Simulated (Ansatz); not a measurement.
Reaction (formal exchange of groups at the Si–Si bond): `O[Si@H](Cl)[Si@H](F)Cl` + `CF` → `O[SiH](Cl)CF` + `F[SiH2]Cl`

Gas-phase electronic energies from Ansatz, PBE0-D4/def2-TZVP geometries. CCSD(T)/CBS is the MP2 limit (def2-TZVPP, def2-QZVPP) plus CCSD(T) − MP2 in def2-TZVPP, frozen cores. This one scheme is used for every species. DFT in def2-TZVPP. One conformer a species, not always the lowest.

`O[Si@H](Cl)[Si@H](F)Cl`:

```xyz
9

O     0.472    0.989    1.732
Si    0.908   -0.044    0.544
Cl    2.402    0.740   -0.640
Si   -0.885   -0.458   -0.917
F    -1.598    0.949   -1.186
Cl   -2.242   -1.692   -0.008
H     0.048    1.814    1.489
H     1.436   -1.250    1.214
H    -0.540   -1.048   -2.229
```

`CF`:

Cartesian coordinates in Å:
```
C 0.036 0.049 -0.002
F -0.772 -1.064 0.041
H -0.152 0.591 -0.932
H 1.081 -0.265 0.040
H -0.193 0.689 0.853
```

`O[SiH](Cl)CF`:

```xyz
9

O     0.600    1.490    0.919
Si    0.672   -0.070    0.453
Cl    2.222   -0.386   -0.856
C    -0.924   -0.562   -0.422
F    -1.217    0.402   -1.387
H     0.351    2.139    0.257
H     0.908   -0.880    1.665
H    -0.852   -1.535   -0.916
H    -1.760   -0.597    0.286
```

`F[SiH2]Cl`:

```xyz
5

F     0.177    1.534   -0.388
Si    0.117    0.003    0.031
Cl   -1.770   -0.692   -0.286
H     0.425   -0.096    1.470
H     1.052   -0.749   -0.827
```

| level | ΔE (kJ/mol) |
| --- | --- |
| ωB97M-V | -7.1 |
| B2PLYP | -3.0 |
| r2SCAN | 1.0 |
| CCSD/def2-TZVPP | -4.7 |
| CCSD(T)/def2-TZVPP | -3.3 |
| HF/def2-QZVPP | -9.1 |
| SCS-MP2/def2-QZVPP | -5.8 |
| CCSD/CBS(def2) | -2.7 |

Task: What does CCSD(T)/CBS give? (Best estimate.)

Result: Ansatz gave: -1.3 kJ/mol. The listed levels differ from it by -5.8, -1.7, 2.3, -3.4, -2.0, -7.8, -4.5, -1.4 kJ/mol.

Largest T1 diagnostic among the species: 0.011.

From PBE to PBE0 (25 % exact exchange), in def2-TZVPP and without D4, ΔE moves by −3.8 kJ/mol. The D4 term adds +5.2 kJ/mol with B3LYP and +3.2 kJ/mol with PBE0; it sums over pairs of atoms, weighted by their polarisabilities, and B3LYP, whose exchange is more repulsive, gets the larger term.

B3LYP here is the variant with VWN-RPA as its local correlation; programs differ in this.
